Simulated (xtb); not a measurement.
xtb input (GFN2-xTB):

```bash
xtb mol.xyz --gfn 2 --sp --chrg 0 --uhf 0
```
mol.xyz:
```
13

O     -0.17162219    -0.51820555     1.99820384
Te     0.02773571     0.31709196     0.09901208
C      1.48583310    -1.18877620    -0.22708799
C     -1.66466020    -0.85568664    -0.41129627
O      0.18598298     0.68238708    -1.94693810
H     -0.13822629     0.16982413     2.67114829
H      1.41856987    -1.47341418    -1.27294542
H      2.46539823    -0.76926384    -0.01062910
H      1.26160307    -2.00040091     0.45873059
H     -2.55355759    -0.23862890    -0.30408577
H     -1.53811148    -1.16081560    -1.44582159
H     -1.69507828    -1.68780233     0.28585443
H      0.29522165     1.62504468    -2.11069985
```

End of the output:

```
         :::::::::::::::::::::::::::::::::::::::::::::::::::::
         ::                     SUMMARY                     ::
         :::::::::::::::::::::::::::::::::::::::::::::::::::::
         :: total energy             -19.562337221783 Eh    ::
         :: gradient norm              0.019671187618 Eh/a0 ::
         :: HOMO-LUMO gap              4.981466917702 eV    ::
         ::.................................................::
         :: SCC energy               -19.713481319578 Eh    ::
         :: -> isotropic ES            0.083169166102 Eh    ::
         :: -> anisotropic ES         -0.000599939779 Eh    ::
         :: -> anisotropic XC          0.004146254840 Eh    ::
         :: -> dispersion             -0.007893452749 Eh    ::
         :: repulsion energy           0.151144097795 Eh    ::
         :: add. restraining           0.000000000000 Eh    ::
         :: total charge              -0.000000000000 e     ::
         :::::::::::::::::::::::::::::::::::::::::::::::::::::

           -------------------------------------------------
          |                Property Printout                |
           -------------------------------------------------

    * Orbital Energies and Occupations

         #    Occupation            Energy/Eh            Energy/eV
      -------------------------------------------------------------
         1        2.0000           -0.8359642             -22.7477
       ...           ...                  ...                  ...
         5        2.0000           -0.5889166             -16.0252
         6        2.0000           -0.5380067             -14.6399
         7        2.0000           -0.5224507             -14.2166
         8        2.0000           -0.4896140             -13.3231
         9        2.0000           -0.4895887             -13.3224
        10        2.0000           -0.4842890             -13.1782
        11        2.0000           -0.4809733             -13.0879
        12        2.0000           -0.4734794             -12.8840
        13        2.0000           -0.4676603             -12.7257
        14        2.0000           -0.4352282             -11.8432
        15        2.0000           -0.4243645             -11.5475
        16        2.0000           -0.3999063             -10.8820
        17        2.0000           -0.3870630             -10.5325 (HOMO)
        18                         -0.2039975              -5.5511 (LUMO)
        19                         -0.1075110              -2.9255
        20                         -0.0705113              -1.9187
        21                          0.0640693               1.7434
        22                          0.1402283               3.8158
        23                          0.1422556               3.8710
        24                          0.1606293               4.3709
        25                          0.1623433               4.4176
        26                          0.1929035               5.2492
        27                          0.1971970               5.3660
        28                          0.1999457               5.4408
       ...                                ...                  ...
        33                          1.1174275              30.4068
      -------------------------------------------------------------
                  HL-Gap            0.1830655 Eh            4.9815 eV
             Fermi-level           -0.2955302 Eh           -8.0418 eV

     #   Z          covCN         q      C6AA      α(0)
     1   8 O        1.566    -0.552    24.098     6.624
     2  52 Te       3.334     0.268   400.663    36.995
     3   6 C        3.674    -0.113    22.915     6.860
     4   6 C        3.674    -0.113    22.915     6.860
     5   8 O        1.566    -0.552    24.098     6.624
     6   1 H        0.809     0.282     0.778     1.385
     7   1 H        0.926     0.091     1.867     2.137
     8   1 H        0.926     0.067     2.123     2.279
     9   1 H        0.926     0.091     1.867     2.137
    10   1 H        0.926     0.067     2.123     2.279
    11   1 H        0.926     0.091     1.867     2.137
    12   1 H        0.926     0.091     1.867     2.137
    13   1 H        0.809     0.282     0.778     1.385

 Mol. C6AA /au·bohr⁶  :       2419.266671
 Mol. C8AA /au·bohr⁸  :     109042.735837
 Mol. α(0) /au        :         79.836146

Wiberg/Mayer (AO) data.
largest (>0.10) Wiberg bond orders for each atom

 ---------------------------------------------------------------------------
     #   Z sym  total        # sym  WBO       # sym  WBO       # sym  WBO
 ---------------------------------------------------------------------------
     1   8 O    2.053 --     2 Te   0.973     6 H    0.898
     2  52 Te   4.112 --     4 C    0.997     3 C    0.997     1 O    0.973
                             5 O    0.973
     3   6 C    3.989 --     2 Te   0.997     8 H    0.967     9 H    0.961
                             7 H    0.961
     4   6 C    3.989 --     2 Te   0.997    10 H    0.967    12 H    0.961
                            11 H    0.961
     5   8 O    2.053 --     2 Te   0.973    13 H    0.898
     6   1 H    0.921 --     1 O    0.898
     7   1 H    0.992 --     3 C    0.961
     8   1 H    0.996 --     3 C    0.967
     9   1 H    0.992 --     3 C    0.961
    10   1 H    0.996 --     4 C    0.967
    11   1 H    0.992 --     4 C    0.961
    12   1 H    0.992 --     4 C    0.961
    13   1 H    0.921 --     5 O    0.898
 ---------------------------------------------------------------------------

Topologies differ in total number of bonds
Writing topology from bond orders to xtbtopo.mol

molecular dipole:
                 x           y           z       tot (Debye)
 q only:        0.014       0.165       0.051
   full:        0.046       0.524       0.163       1.399
molecular quadrupole (traceless):
                xx          xy          yy          xz          yz          zz
 q only:        3.064      -0.173       3.292       0.898       3.246      -6.356
  q+dip:        2.973      -0.135       3.703       0.938       3.496      -6.676
   full:        3.855      -0.229       3.968       1.107       3.965      -7.823
Note: The following floating-point exceptions are signalling: IEEE_UNDERFLOW_FLAG IEEE_DENORMAL
normal termination of xtb

           -------------------------------------------------
          | TOTAL ENERGY              -19.562337221783 Eh   |
          | GRADIENT NORM               0.019671187618 Eh/α |
          | HOMO-LUMO GAP               4.981466917702 eV   |
           -------------------------------------------------

------------------------------------------------------------------------
------------------------------------------------------------------------
 total:
 SCF:
```
